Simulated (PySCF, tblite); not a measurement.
Isomers of C4H9Si2 (doublet state). All values are computed: GFN2-xTB (tblite) harmonic vibrations without scaling, gas phase. Errors from tens to a few hundred cm⁻¹ against measured bands are possible. Modes of hydrogen on silicon can be 10 to 20 % off. One conformer each. Open shells enter through the occupations alone, without spin polarisation, and single modes of such species can be off by tens of per cent.

Electronic energies: B3LYP/pcH-1 single points on the GFN2-xTB geometries (PySCF, gas phase).

| SMILES | electronic energy, lowest = 0 (kcal/mol) |
| --- | --- |
| C=C/C([SiH2])=C/[SiH3] | 0.0 |
| C#C[SiH2]CC[SiH2] | 0.8 |
| [H]/[C]=C/C([SiH3])=C/[SiH3] | 21.2 |

Q: How do GFN2-xTB zero-point energies change the relative energies?

A: 
| SMILES | ZPE (kcal/mol) | of it from modes above 1550 cm⁻¹ | electronic (kcal/mol) | with ZPE, lowest = 0 (kcal/mol) | lowest mode (cm⁻¹) | rings |
| --- | --- | --- | --- | --- | --- | --- |
| C=C/C([SiH2])=C/[SiH3] | 63.8 | 36.0 | 0.0 | 0.0 | 58 | 0 |
| C#C[SiH2]CC[SiH2] | 65.6 | 37.7 | 0.8 | 2.6 | 48 | 0 |
| [H]/[C]=C/C([SiH3])=C/[SiH3] | 60.7 | 36.7 | 21.2 | 18.1 | 78 | 0 |

The zero-point energies span 4.9 kcal/mol, from `[H]/[C]=C/C([SiH3])=C/[SiH3]` to `C#C[SiH2]CC[SiH2]`. The order is unchanged.

Q: And how do the electronic energies of GFN2-xTB itself compare?

A: `C=C/C([SiH2])=C/[SiH3]` 0.0; `C#C[SiH2]CC[SiH2]` 18.9; `[H]/[C]=C/C([SiH3])=C/[SiH3]` 27.9 kcal/mol, lowest = 0. Against the energies above, taken from the same isomer `C=C/C([SiH2])=C/[SiH3]`, the largest difference is 18.1 kcal/mol.
